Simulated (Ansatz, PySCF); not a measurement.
F2H3NOSi. Atoms are numbered in the order given.

```xyz
8

N      1.6887     0.0433     0.0090
Si     0.0064     0.0080     0.0055
O     -0.5601     1.5415    -0.0914
F     -0.4782    -0.7763     1.3278
F     -0.6863    -0.8273    -1.1972
H      2.2259     0.7153    -0.5243
H      2.2555    -0.6806     0.4326
H     -1.4307     1.6514    -0.4912
```

Geometry optimised at r2SCAN-D4/def2-SVP. One conformer was computed; it need not be the lowest.

Vertical ionisation energy (IE) and electron affinity (EA) in eV. Rows of orbital energies are one-electron estimates. Where ΔSCF, EOM or ADC give a negative EA the extra electron is unbound and the value depends on the basis.

```
level                                                                       IE     EA
------------------------------------------------------------------------  ----  -----
−ε(HOMO), −ε(LUMO), PBE0/def2-TZVP (PySCF)                                8.32  -0.44
ΔSCF, CAM-B3LYP/def2-SVPD (Ansatz), final states of multiplicity 2 and 2   ___    ___
```

Question: What belongs in the gaps? (The exact figures need the calculation; the answer reports its results.)

Answer: 
- ΔSCF, CAM-B3LYP/def2-SVPD (Ansatz, an electronic-structure program), final states of multiplicity 2 and 2, IE: 11.21
- ΔSCF, CAM-B3LYP/def2-SVPD (Ansatz), final states of multiplicity 2 and 2, EA: -1.18

Question: What vertical singlet–triplet gap does ΔSCF give with CAM-B3LYP/def2-SVPD (Ansatz)? (Estimate from the structure and the level; the computed values follow.)

Answer: 6.89 eV (triplet above singlet where positive).
